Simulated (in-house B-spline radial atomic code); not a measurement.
Ba. Computed with a B-spline radial atomic code. Model: non-relativistic spherical atom: semilocal Troullier-Martins pseudo-atom, one channel per l, against all electrons, high spin, G0W0 and RPA with empty states to l = 8, local potential for every l without a channel, a model core (radius 0 = none) keeps its share of the functional.

Without relativity these are model numbers for so heavy an element.

What the tables leave out is listed at the end.

The pseudopotential gives back the lowest level of each angular momentum of its own functional in the configuration it was made in; a second state of the same l is only approximately right. Exact exchange, RPA and GW see the smooth pseudo-orbitals and miss the exchange with the core, for which the functional's share stands in. The column with an uncorrelated core keeps all orbitals and exact exchange, and so separates missing core correlation from pseudisation. Only the three outermost levels and the lowest empty one were computed. RPA here is direct RPA, with no exchange kernel, and its energies carry an (l + 1/2)⁻⁴ tail. A hybrid on a potential with a model core restores only its own semilocal share of the core's exchange.

Command:
```bash
python run_psgw.py task.json out
```
Settings (lengths in bohr, energies in hartree):
```
Z                      56
electrons              56
configuration          [Xe] 6s2
generated_in           [Xe] 6s2
functional             lda,vwn
core_shells            9
radius_factor          1.3
core_correction        True
ion_configuration      [Xe] 6s1
```

Cost of the run: 75 s on 1 thread of Arm Neoverse N1, on a shared host.

Given: made with LDA VWN5; model core radius 1.221 bohr; local radius 2.148 bohr; mean-field start PBE0.

Valence shells of the generating configuration: 5s, 5p, 6s.

Channel: s 1.975, p 2.182, d 3.127 (radii in bohr).

Computed: largest level miss in the spin-unpolarised generating configuration 0.07 eV; valence RPA correlation energy pseudo -0.44261 hartree; all-electron RPA polarisability, core included 172.38 bohr³; pseudo-atom RPA polarisability 169.58 bohr³; ionisation by mean-field all-electron 4.9632 eV; ionisation by RPA all-electron 5.2939 eV; ionisation by RPA pseudo minus all 0.057 eV.

```tsv
level	occupied	mean-field all-electron (eV)	mean-field pseudo minus all (eV)	G0W0 all-electron (eV)	G0W0 uncorrelated core minus all (eV)	G0W0 pseudo minus all (eV)	exchange self-energy all-electron (eV)	exchange self-energy pseudo (eV)
6s	1	-3.5884	-0.049	-5.2094	0.049	-0.049	-6.0041	-5.5826
5d (empty)	0	-1.7333	-0.135	-0.59825	0.066	-0.122	-4.4583	-3.4955
```

(1) What is the ionisation by mean-field pseudo minus all?

(2) What is the valence RPA correlation energy all-electron orbitals?

## Answers

(1) 0.057 eV.

(2) -0.41752 hartree.

Among the listed levels the largest G0W0 shift of the pseudo-atom is -0.12 eV, for 5d (empty) on the PBE0 start, while leaving the core uncorrelated moves that level by +0.07 eV. The rest, -0.19 eV, comes from pseudisation and the lost core exchange. Not in the tables (levels of low weight, unsolved or above zero; the highest and the empty levels are kept at any weight): the LDA start was refused, since an empty level lay at or below an occupied one; on PBE0 the G0W0 levels 5p (pseudo minus all +0.16 eV, weights 0.32 and 0.30), 5s (pseudo minus all +0.54 eV, weights 0.20 and 0.35); no Hartree-Fock pseudo-atom is run with a model core.
